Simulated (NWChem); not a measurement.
System: C$_{3}$H$_{2}$F$_{3}$ cation

Input file for NWChem:

```
start job
memory heap 200 mb stack 900 mb global 1100 mb
charge 1
geometry units angstroms noautoz
  C     -1.255104    -1.403411     0.000000
  C     -0.050022    -0.756181     0.000000
  F      1.113801    -1.367281     0.000000
  C      0.026001     0.678765     0.000000
  F     -1.005279     1.423915     0.000000
  F      1.140700     1.279787     0.000000
  H     -2.204665    -0.844951     0.000000
  H     -1.279474    -2.506817     0.000000
end
basis spherical
  C library def2-svp
  F library def2-svp
  H library def2-svp
end
dft
  xc scan
  grid xcoarse
  iterations 150
  mulliken
end
task dft gradient
```

Output (shortened):

```
             Northwest Computational Chemistry Package (NWChem) 7.3.0
             --------------------------------------------------------

 CS  symmetry detected

                             Geometry "geometry" -> ""
                             -------------------------

 Output coordinates in angstroms (scale by  1.889725989 to convert to a.u.)

  No.       Tag          Charge          X              Y              Z
 ---- ---------------- ---------- -------------- -------------- --------------
    1 C                    6.0000    -1.29916607    -1.35979897     0.00000000
    2 C                    6.0000    -0.07481949    -0.74979508     0.00000000
    3 F                    9.0000     1.06973376    -1.39626631     0.00000000
    4 C                    6.0000     0.04513282     0.68214799     0.00000000
    5 F                    9.0000    -0.96283252     1.45854533     0.00000000
    6 F                    9.0000     1.17772308     1.24873480     0.00000000
    7 H                    1.0000    -2.23117074    -0.77250776     0.00000000
    8 H                    1.0000    -1.35733165    -2.46194028     0.00000000

 Effective nuclear repulsion energy (a.u.)     236.2486508035

      Symmetry information
      --------------------

 Group name             Cs
 Group number              2
 Group order               2
 No. of unique centers     8

                                 NWChem DFT Module
                                 -----------------

 Summary of "ao basis" -> "ao basis" (spherical)
 ------------------------------------------------------------------------------
       Tag                 Description            Shells   Functions and Types
 ---------------- ------------------------------  ------  ---------------------
 C                          def2-svp                 6       14   3s2p1d
 F                          def2-svp                 6       14   3s2p1d
 H                          def2-svp                 3        5   2s1p

      Symmetry analysis of basis
      --------------------------

        a'         68
        a"         26

            General Information
            -------------------
          SCF calculation type: DFT
          Wavefunction type:  closed shell.
          No. of atoms     :     8
          No. of electrons :    46
           Alpha electrons :    23
            Beta electrons :    23
          Charge           :     1
          Spin multiplicity:     1
          Use of symmetry is: on ; symmetry adaption is: on
          Maximum number of iterations: 150
          AO basis - number of functions:    94
                     number of shells:    42
          Convergence on energy requested:  1.00D-06
          Convergence on density requested:  1.00D-05
          Convergence on gradient requested:  5.00D-04

              XC Information
              --------------
                         SCAN Method XC Functional
                  SCAN metaGGA Exchange Functional  1.000
                        SCAN Correlation Potential  1.000

             Grid Information
             ----------------
          Grid used for XC integration:  xcoarse
          Radial quadrature: Mura-Knowles
          Angular quadrature: Lebedev.
          Tag              B.-S. Rad. Rad. Pts. Rad. Cut. Ang. Pts.
          ---              ---------- --------- --------- ---------
          C                   0.70       21           9.0       194
          F                   0.50       21          11.0       194
          H                   0.35       21           9.0       194
          Grid pruning is: on
          Number of quadrature shells:   168
          Spatial weights used:  Erf1

      Superposition of Atomic Density Guess
      -------------------------------------

 Sum of atomic energies:        -411.75052371

 Renormalizing density from      47.00 to     46

      Non-variational initial energy
      ------------------------------

 Total energy =    -408.528411
 1-e energy   =   -1017.258251
 2-e energy   =     372.481190
 HOMO         =      -0.606591
 LUMO         =      -0.372053

      Symmetry analysis of molecular orbitals - initial
      -------------------------------------------------

  Numbering of irreducible representations:

     1 a'          2 a"

  Orbital symmetries:

     1 a'          2 a'          3 a'          4 a'          5 a'
     6 a'          7 a'          8 a'          9 a'         10 a'
    11 a'         12 a'         13 a'         14 a'         15 a"
    16 a"         17 a'         18 a"         19 a'         20 a'
    21 a'         22 a'         23 a"         24 a"         25 a"
    26 a'         27 a'         28 a'         29 a'         30 a'
    31 a'         32 a'         33 a'

     ---------------------------------------------
      Total Density - Mulliken Population Analysis
     ---------------------------------------------

    Atom       Charge   Shell Charges
 -----------   ------   -------------------------------------------------------
    1 C    6     6.03   1.99  1.02  0.29  1.92  0.78  0.02
    2 C    6     5.77   1.99  0.96  0.18  1.84  0.71  0.08
    3 F    9     9.36   1.99  1.19  0.72  3.61  1.85  0.01
    4 C    6     4.76   1.99  0.90  0.14  1.30  0.30  0.13
    5 F    9     9.26   1.99  1.18  0.71  3.55  1.82  0.01
    6 F    9     9.26   1.99  1.18  0.71  3.56  1.81  0.01
    7 H    1     0.78   0.61  0.14  0.02
    8 H    1     0.78   0.61  0.14  0.02

   convergence    iter        energy       DeltaE   RMS-Dens  Diis-err
 ---------------- ----- ----------------- --------- --------- ---------
 d= 0,ls=0.0,diis     1   -414.0714138580 -6.50D+02  3.07D-02  2.21D+00
 d= 0,ls=0.0,diis     2   -412.9963504378  1.08D+00  2.43D-02  1.37D+01
 d= 0,ls=0.0,diis     3   -414.2309761588 -1.23D+00  9.22D-03  5.15D-01
 d= 0,ls=0.0,diis     4   -414.2590714844 -2.81D-02  5.54D-03  2.30D-01
 d= 0,ls=0.0,diis     5   -414.2816878367 -2.26D-02  2.30D-03  7.97D-02
  Resetting Diis
 d= 0,ls=0.0,diis     6   -414.2926608946 -1.10D-02  2.92D-04  1.04D-03
 d= 0,ls=0.0,diis     7   -414.2927533739 -9.25D-05  3.32D-04  3.67D-04
 d= 0,ls=0.0,diis     8   -414.2926382668  1.15D-04  2.30D-04  1.60D-03
 d= 0,ls=0.0,diis     9   -414.2927861402 -1.48D-04  4.57D-05  2.34D-05
 d= 0,ls=0.0,diis    10   -414.2927888379 -2.70D-06  1.77D-05  2.46D-06
 d= 0,ls=0.0,diis    11   -414.2927892040 -3.66D-07  4.46D-06  3.88D-07

         Total DFT energy =     -414.292789203998
      One electron energy =    -1028.706311863014
           Coulomb energy =      426.072718465236
    Exchange-Corr. energy =      -47.907846609690
 Nuclear repulsion energy =      236.248650803470

 Numeric. integr. density =       45.999481750135

                  Occupations of the irreducible representations
                  ----------------------------------------------

                     irrep           alpha         beta
                     --------     --------     --------
                     a'               19.0         19.0
                     a"                4.0          4.0

                       DFT Final Molecular Orbital Analysis
                       ------------------------------------

 Vector   21  Occ=2.000000D+00  E=-6.387573D-01  Symmetry=a'
              MO Center= -9.3D-01, -1.1D+00, -3.5D-15, r^2= 3.1D+00
   Bfn.  Coefficient  Atom+Function         Bfn.  Coefficient  Atom+Function
  ----- ------------  ---------------      ----- ------------  ---------------
     5      0.405721  1 C  py                90     -0.317884  8 H  s
    75      0.252743  6 F  py                85      0.251797  7 H  s
    78     -0.166462  6 F  py                 8      0.153596  1 C  py
    32      0.140787  3 F  px                47      0.133404  4 C  py
    19     -0.120317  2 C  py                44     -0.113988  4 C  s

 Vector   22  Occ=2.000000D+00  E=-5.931228D-01  Symmetry=a'
              MO Center=  6.3D-01, -1.1D+00,  4.0D-16, r^2= 1.7D+00
   Bfn.  Coefficient  Atom+Function         Bfn.  Coefficient  Atom+Function
  ----- ------------  ---------------      ----- ------------  ---------------
    33      0.523420  3 F  py                36     -0.347387  3 F  py
    32      0.306426  3 F  px                 4     -0.203260  1 C  px
    35     -0.200559  3 F  px                47     -0.161521  4 C  py
    44      0.158451  4 C  s                 45      0.144602  4 C  s
    61     -0.135820  5 F  py                 3     -0.128256  1 C  s

 Vector   23  Occ=2.000000D+00  E=-5.200711D-01  Symmetry=a"
              MO Center= -1.3D-01, -8.2D-01, -2.2D-14, r^2= 2.3D+00
   Bfn.  Coefficient  Atom+Function         Bfn.  Coefficient  Atom+Function
  ----- ------------  ---------------      ----- ------------  ---------------
    34      0.389188  3 F  pz                20      0.341678  2 C  pz
     6      0.339615  1 C  pz                37     -0.288590  3 F  pz
    48      0.220058  4 C  pz                 9      0.201771  1 C  pz
    23      0.167543  2 C  pz                62      0.157626  5 F  pz
    76      0.140703  6 F  pz                65     -0.114472  5 F  pz

[...]

                         DFT ENERGY GRADIENTS

    atom               coordinates                        gradient
                 x          y          z           x          y          z
   1 C      -2.455068  -2.569647   0.000000   -0.011737  -0.005436   0.000000
   2 C      -0.141388  -1.416907   0.000000    0.000976   0.001186   0.000000
   3 F       2.021504  -2.638561   0.000000    0.016873  -0.010758   0.000000
   4 C       0.085289   1.289073   0.000000   -0.004455  -0.012957   0.000000
   5 F      -1.819490   2.756251   0.000000   -0.022392   0.017966   0.000000
   6 F       2.225574   2.359767   0.000000    0.027072   0.012910   0.000000
   7 H      -4.216301  -1.459828   0.000000   -0.006164   0.003642   0.000000
   8 H      -2.564985  -4.652393   0.000000   -0.000174  -0.006554   0.000000
```

Level: SCAN/def2-SVP. The geometry was optimised at PBE-D3(BJ)/def2-SVP.
